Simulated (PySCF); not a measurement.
# Ionisation energy of C²⁺ by level of theory

C²⁺ [He] 2s2 (1S) → C³⁺ [He] 2s1 (2S), as a difference of total energies. Computed with PySCF 2.14 in dyall-acv3z (15s9p4d2f, 76 functions), with the spin-free X2C one-electron Hamiltonian (Gaussian nucleus). Correlated levels: valence and next inner shell: nothing frozen; virtual orbitals above 40 to 60 times the deepest correlated orbital energy dropped. The calculations carry no spin-orbit coupling.

```
                                method  ionisation energy (eV)
                                   UHF                  45.797
    MP2 (valence and next inner shell)                  47.097
SCS-MP2 (valence and next inner shell)                  47.334
   CCSD (valence and next inner shell)                  47.850
CCSD(T) (valence and next inner shell)                  47.866
```

Question: How much does correlation contribute at CCSD(T) (valence and next inner shell)?

Answer: 47.866 − (45.797) = 2.069 eV, measured against UHF.

Errors of the correlated levels include the incompleteness of this basis.

The coupled-cluster amplitudes are large for C²⁺ (T1 above 0.03 or a double amplitude above 0.15), so a single reference is strained.

For comparison: 47.888 eV (measured; NIST Atomic Spectra Database, ionization energies).
